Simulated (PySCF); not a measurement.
Delta-SCF ions had no search for a lower state. Excitations are Tamm–Dancoff values on a coarser integration grid. The basis has no diffuse functions, so Rydberg states are missing or too high.

Cartesian coordinates (Å):
SMILES: OCC#C
```xyz
8

C      1.5004    -0.6189    -0.9414
C      0.5729    -0.3707    -0.2217
C     -0.5510    -0.0226     0.6441
O     -1.5244     0.7933     0.0025
H      2.3170    -0.8508    -1.5801
H     -1.0760    -0.9278     0.9534
H     -0.1681     0.4598     1.5521
H     -1.0709     1.5376    -0.4090
```
Charge 0, multiplicity 1.

Problem. Give the HOMO, dipole moment, S1 excitation (TDA), vertical ionisation energy (Delta-SCF), HOMO–LUMO gap, total energy, S1 oscillator strength and LUMO at the level PBE-D3(BJ)/def2-TZVP // B3LYP-D3(BJ)/def2-TZVP (PySCF 2.14.0).

Solution. 
The HOMO is -6.49 eV. The dipole moment is 1.30 D and the S1 excitation (TDA) is 5.94 eV. The vertical ionisation energy (Delta-SCF) is 9.86 eV, the HOMO–LUMO gap is 5.80 eV and the total energy is -191.7079 Ha. The S1 oscillator strength is 0.006 and the LUMO is -0.69 eV.
